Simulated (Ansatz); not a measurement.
Program: Ansatz. Geometries: PBE0-D4/def2-TZVP. ΔE: electronic, gas phase. CBS: MP2 limit from def2 TZ/QZ plus the TZ coupled-cluster correction, frozen cores. DFT in def2-TZVPP. def2 core potentials past Kr. For I outer-core shells are correlated without core-valence functions, which leaves a few kJ/mol of doubt a bond. One conformer a species, not always the lowest.

Reaction (formal exchange of groups at the Al–B bond): `[CH3][AlH][B](C)F` + `C=CCI` → `[CH3][AlH][I]` + `C=CCB(C)F`

CCSD(T)/CBS gives -255.1 kJ/mol.

(1) Another level gave -265.1 kJ/mol. Which?
A. MP2/def2-TZVPP
B. CCSD(T)/def2-TZVPP
C. HF/def2-TZVPP
D. PBE/def2-TZVPP

Largest T1 diagnostic among the species: 0.012.

Answers

(1) A. MP2/def2-TZVPP -265.1, HF/def2-TZVPP -273.9, CCSD(T)/def2-TZVPP -254.2, PBE -240.5 kJ/mol.

In def2-TZVPP, CCSD(T) changes the Hartree–Fock value by +19.7 kJ/mol (the triples alone add +3.6 kJ/mol) and MP2 by +8.9 kJ/mol. From PBE to PBE0 (25 % exact exchange), in def2-TZVPP and without D4, ΔE moves by −14.1 kJ/mol.
